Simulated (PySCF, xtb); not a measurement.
SnH3Br, SMILES [Br][SnH3].

GFN2-xTB (xtb) at its own geometry gives an orbital gap of 4.95 eV and a dipole moment of 4.44 D.

Geometry: B3LYP-D3(BJ)/def2-TZVP. The def2 effective core potentials stand for the cores of Sn; spin–orbit coupling is left out.

Q: What does ωB97X/def2-TZVPD in PySCF give? (An estimate is asked for; the answer gives what the named calculation found.)

A: gap 11.10 eV (levels -10.49 and 0.60 eV), dipole 2.51 D.
